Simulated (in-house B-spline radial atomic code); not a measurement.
**PBE hybrid excitations of the germanium ion Ge⁴⁺**

Method: PBE hybrid with 0.9 exact exchange. Computed with an all-electron radial atomic-structure program (B-spline basis): linear response of the closed shell [Ar] 3d10 with the functional's adiabatic kernel; scalar-relativistic (spin-free one-electron X2C), finite nucleus, no spin-orbit coupling, no double excitations, S, P, D and F terms only. Only terms of natural parity with L up to 3 were computed.

Command:
```bash
python run_td.py task.json out
```
Settings (radii: box in bohr, nucleus in fm):
```
Z                        32
electrons                28
configuration            [Ar] 3d10
hamiltonian              x2c
method                   pbeh
box_radius               19.1
exact_exchange_fraction  0.9
rms_radius               4.0742
intervals                72
```

Cost of the run: 2.3 s on 1 thread of Arm Neoverse N1, with other jobs on the host.

The lowest states, in the order of their Tamm-Dancoff energies; the method's threshold (minus the highest occupied level) is 92.23 eV. Labels give the largest channel, * marks a mixed state, and oscillator strengths are full-response dipole values. Semilocal kernels can invert the small singlet-triplet splittings of Rydberg terms. Energies in eV:

| state | full response | Tamm-Dancoff | oscillator strength |
| --- | --- | --- | --- |
| 3d → 4s 3D | 31.03 | 31.07 | - |
| 3d → 4s 1D | 31.82 | 31.83 | - |
| 3d → 4p 3P | ? | ? | - |
| 3d → 4p 3F | 42.81 | 42.85 | - |
| 3d → 4p 1F | 43.31 | 43.32 | - |
| 3d → 4p 1P | 44.05 | 44.13 | 0.583 |
| 3d → 4d 3S | 58.23 | 58.33 | - |
| 3d → 4d 3D | 59.52 | 59.56 | - |
| 3d → 4d 1D | ? | ? | - |
| 3d → 5s 3D | 63.15 | 63.16 | - |

Q: Where does 3d → 4p 3P lie?

A: At 42.20 eV in full response, 42.26 eV in Tamm-Dancoff.

Q: Where does 3d → 4d 1D lie?

A: At 60.11 eV in full response, 60.13 eV in Tamm-Dancoff.

Q: How large is the singlet-triplet splitting of 3d → 4s (D terms) in Tamm-Dancoff?

A: 0.768 eV, from the unrounded values.

Q: What polarisabilities and dispersion coefficient does the method give?

A: Dipole 0.7585 bohr³, quadrupole 1.054 bohr⁵, C6 1.43 hartree·bohr⁶ for two such species.
